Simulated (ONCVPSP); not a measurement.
oxygen (O): one change to an ONCV potential, before and after

ONCVPSP 4.0.1 input, shortened (lines: element, Z, core and valence counts, functional; n l f; lmax; l rc ep ncon nbas qcut; lloc lpopt rc5 dvloc0; l nproj debl; icmod fcfact rcfact), PW91, scalar-relativistic:

```
  O 8.00    1    2  -109134      upf
    1    0    2.00
    2    0    1.50
    2    1    4.50
    2
    0    0.65    0.00    4    7    9.60
    1    1.80    0.00    4    7    7.50
    2    1.45    0.06    3    6    5.90
    4    5    0.55    6.00
    0    2    3.70
    1    2    2.00
    2    1    2.80
    4    0.30    0.00
```

All-electron outer shells of the reference configuration (PW91, scalar-relativistic, ld1.x):

```json
{"shell": "1s", "level (eV)": "-515.45", "outermost node (bohr)": "–", "outermost maximum (bohr)": "0.13"}
{"shell": "2s", "level (eV)": "-24.24", "outermost node (bohr)": "0.28", "outermost maximum (bohr)": "0.87"}
{"shell": "2p", "level (eV)": "-9.32", "outermost node (bohr)": "–", "outermost maximum (bohr)": "0.82"}
```

Change: local potential polynomial inside 0.55 bohr (lpopt 5, dvloc0 -2 Ha).

Cutoffs: the cutoffs (Ha) at which the residual kinetic energy of the hardest occupied pseudo-wave falls to 1 and 0.1 mHa per electron; they do not see the model core or the augmentation charge, which bear on the density cutoff. Errors are all-electron minus pseudo energies relative to the spin-unpolarised reference configuration.

What does the change do?

The potential gets neither clearly harder nor softer (42 Ha and 254 Ha → 42 Ha and 254 Ha); the lowest positive-energy flag moves from none to d at 57.8 eV; the errors of the 4 common tests hardly move; neither file shows a bound ghost.

```csv
quantity,base,changed
"cutoff, loose",42 Ha,42 Ha
"cutoff, tight",254 Ha,254 Ha
bound ghosts,none,none
GHOST(+) flags under 300 eV,none,d at 57.8 eV
"error for 2s2 2p4, meV [ΔE -7.45 eV]",-0.5,-0.5
"error for 2s2 2p3, meV [ΔE 9.07 eV]",+131,+131
"error for 2s2 2p2, meV [ΔE 42.77 eV]",+680,+680
"error for 2s1 2p5, meV [ΔE 7.46 eV]",-0.4,-0.4
s: phases at 0.66 bohr within 0.05 rad from the reference energy up to (Ha; the scan ends near 5),to the end of the scan,to the end of the scan
p: phases at 1.82 bohr within 0.05 rad from the reference energy up to (Ha; the scan ends near 5),to the end of the scan,5.0
d: phases at 1.47 bohr within 0.05 rad from the reference energy up to (Ha; the scan ends near 5),to the end of the scan,n/a
"rms error of d²Exc/dni dnj with the model core, mHa",1.49,1.49
```
